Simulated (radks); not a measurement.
Excited configurations of the holmium ion Ho+: one electron is placed in a higher orbital outside [Xe] 4f11. The ground configuration is [Xe] 4f11 6s1. Calculated with a radial shooting solver on a logarithmic mesh with Libxc functionals: scalar-relativistic Kohn-Sham, r2SCAN, spin-polarised, spherical densities, finite nucleus; open shells are filled with parallel spins first (spin-orbit coupling, left out, can overturn this in heavy ions); meta-GGA in the generalised Kohn-Sham scheme; Fermi nuclear charge, rms radius 5.2022 fm. Excitation = E - E(ground); binding = E(ion) - E, where the ion is the core of charge +2; n* = 2/sqrt(2 binding) in atomic units, and the quantum defect is n - n*.

outer orbital  excitation (eV)  binding (eV)  quantum defect  <r> (bohr)
5d                       2.441         9.349           2.587       2.921
5f                       8.382         3.407           1.004       8.950
6p                       3.575         8.214           3.426       4.724
6d                       7.158         4.631           2.572       7.572
6f                       9.525         2.264           1.097       15.40
7s                       6.273         5.517           3.859       7.638
7p                       7.482         4.308           3.446       9.346
7f                      10.188         1.602           1.171       23.32

The Delta-SCF ionisation energy is 11.790 eV (NIST Atomic Spectra Database: 11.78 eV, semi-empirical). Self-interaction in the functional shifts the binding energies and quantum defects, so they are the method's values and not measured ones. Open shells are spherical and high-spin; term and fine-structure splittings are not resolved. Spin-orbit splitting is averaged out at the scalar-relativistic level.
